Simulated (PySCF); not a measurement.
H3OSi, SMILES [SiH3][O] (connectivity only; charge and spin as stated), charge -1, multiplicity 1. Geometry: B3LYP-D3(BJ)/def2-TZVPD. The multiplicity is an assumed one; other spin states were not compared. The isomer is the one that the SMILES or the coordinates give; other isomers of the formula were not compared.

The numbers are results of PySCF 2.14.0 with B3LYP-D3(BJ)/def2-TZVPD, not measurements.

Harmonic wavenumbers (cm⁻¹): 720, 720, 957, 957, 991, 1090, 1921, 1921, 2005. Rotational constants (GHz): 90.01, 15.62, 15.62; symmetry number 3.

Problem. Work out the zero-point energy and the ideal-gas rigid-rotor harmonic-oscillator thermochemistry at 298.15 K and 1 atm.

Solution. ZPE = ½ Σ hcν = ½ × 11284 cm⁻¹ = 16.13 kcal/mol. H − E(el) = 18.73 kcal/mol. Entropy in cal/(mol K): translation 37.47, rotation 18.04, vibration 0.95, total 56.47. G − E(el) = 1.89 kcal/mol. Cp = 11.10 cal/(mol K).
